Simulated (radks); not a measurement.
Values are calculated unless marked as measured or tabulated.
Neutral arsenic, configuration [Ar] 3d10 4s2 4p2.75 5p0.25 (fractional occupations, a model configuration). Level of theory: Dirac Kohn-Sham, PBE, spin-unpolarised, spherical densities, finite nucleus; open shells fill j = l - 1/2 first; Fermi nuclear charge, rms radius 4.0968 fm (a radial shooting solver on a logarithmic mesh with Libxc functionals).

Normalised radial functions P(r) = r R(r) (large component), r in bohr:

```
   r/bohr * 3d5/2, o 4p1/2, + 5p3/2 (the largest magnitude, 1.2, reaches the edge; | marks zero, & curves that meet)
 0.002488                             &
 0.003426                             &
 0.004756                             &
 0.006549                             &
 0.009092                             &
  0.01262                             &
  0.01738                             &o
  0.02413                             &o
  0.03323                             &o
  0.04613                             +*o
  0.06352                             + *o
  0.08818                             |+ *o
   0.1214                             |+  o *
   0.1686                             + o        *
   0.2321                            o+                *
   0.3223                        o   +|                       *
   0.4438                      o     +|                          *
   0.6161                         o  +|                         *
   0.8552                             + o                 *
    1.178                             |+        o *
    1.635                             | +   *        o
    2.252                             | &            o
    3.126                             &          o
    4.304                           + *     o
    5.975                         +   * o
    8.229                       +     &
    11.42                      +      &
    15.73                        +    &
    21.84                          +  &
    30.07                            +&
    41.75                             &
```

3d5/2: eigenvalue -41.831 eV, 0 radial nodes, <r> = 0.680 bohr, 90 % of the charge inside 1.14 bohr. 4p1/2: eigenvalue -6.617 eV, 2 radial nodes at r = 0.214, 0.768 bohr, <r> = 2.46 bohr, 90 % of the charge inside 3.83 bohr. 5p3/2 (empty): eigenvalue -0.499 eV, 3 radial nodes at r = 0.217, 0.774, 3.27 bohr, <r> = 12.8 bohr, 90 % of the charge inside 18.9 bohr.
